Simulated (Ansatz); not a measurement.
A nudged elastic band was laid between two geometries of ClH + Ge3H8 (13 atoms, charge 0, multiplicity 1).

All numbers below come from Ansatz, RKS PBE/def2-SVP.

```json
{"movable images": "5", "climbing image": "yes", "spring": "5.0 eV/Å²", "optimiser": "quadratic models (default)", "start path": "through a guess of the saddle point", "force threshold": "0.05 eV/Å", "iteration limit": "60", "end points": "relaxed"}
```

First end point:

```xyz
13
Properties=species:S:1:pos:R:3
Ge -0.063 0.057 -0.052
H -0.017 -0.042 1.512
Ge 2.228 0.161 -0.900
H 2.813 -1.267 -1.040
H 2.235 0.848 -2.292
H 3.123 0.985 0.065
H -0.818 1.384 -0.356
Ge -1.312 -1.861 -0.912
H -2.470 -2.231 0.056
H -1.919 -1.501 -2.297
H -0.376 -3.085 -1.076
Cl 1.537 -2.756 1.913
H 0.895 -1.632 2.073
```

Last end point:

```xyz
13
Properties=species:S:1:pos:R:3
Ge 0.351 -0.716 -0.175
H -0.141 0.397 4.065
Ge 2.368 -0.033 -1.381
H 3.075 -1.291 -1.948
H 1.989 0.910 -2.556
H 3.327 0.709 -0.417
H -0.353 0.495 0.506
Ge -1.238 -2.096 -1.424
H -2.380 -2.561 -0.484
H -1.840 -1.277 -2.601
H -0.500 -3.336 -1.995
Cl 1.057 -1.986 1.497
H 0.140 -0.153 3.606
```

(1) What changes between the two ends?

(2) What energy profile does the band end with?

(3) What is the geometry of the highest image?

Results:

(1) Bonds broken: Ge1–H2, Cl12–H13. Bonds formed: Ge1–Cl12, H2–H13. ClH + Ge3H8 becomes ClGe3H7 + H2.

(2) The run converged. The highest image is number 2 of 0 to 6, 126.4 kJ/mol above the first end and 168.7 kJ/mol above the last; the last end lies 42.3 kJ/mol below the first. Neighbouring images differ by up to 1.3 eV, so the band resolves the path poorly. A vibrational analysis at the climbing image gives one clearly imaginary mode, 769i cm⁻¹: a first-order saddle point. The orbitals stay closed-shell, which can raise the energy where a bond breaks towards radicals; this wasn't checked here.

```tsv
image	path coordinate (Å)	energy (kJ/mol)	Ge1–H2 (Å)	Cl12–H13 (Å)	Ge1–Cl12 (Å)
0	0.00	0.0	1.57	1.30	3.79
1	1.38	1.3	1.57	1.31	3.58
2	2.76	126.4	1.92	1.88	2.73
3	3.87	29.1	2.67	2.25	2.32
4	4.98	-25.9	3.36	2.54	2.24
5	6.09	-40.1	3.87	2.83	2.22
6	7.20	-42.3	4.41	2.94	2.22
```

(3) 
```xyz
13
Properties=species:S:1:pos:R:3:forces:R:3
Ge 0.121 -0.260 -0.199 -0.03 0.00 0.01
H -0.122 0.095 1.677 0.02 -0.03 0.01
Ge 2.451 0.068 -0.858 0.00 0.01 0.00
H 2.980 -1.266 -1.426 -0.01 0.00 0.00
H 2.533 1.192 -1.934 0.00 0.00 0.00
H 3.240 0.503 0.398 0.00 0.00 0.00
H -0.672 1.111 -0.175 0.02 0.00 -0.01
Ge -1.338 -2.100 -0.869 0.02 0.00 -0.01
H -2.089 -2.592 0.388 0.00 0.00 0.00
H -2.367 -1.596 -1.923 0.00 0.00 -0.01
H -0.449 -3.211 -1.469 0.00 0.00 0.00
Cl 1.249 -2.227 1.322 0.00 0.00 0.00
H 0.318 -0.655 1.760 -0.01 0.02 0.00
```

Time of the run: 3 min on 4 threads of Arm Neoverse V2, with other jobs on the host, peak memory 0.29 GiB.
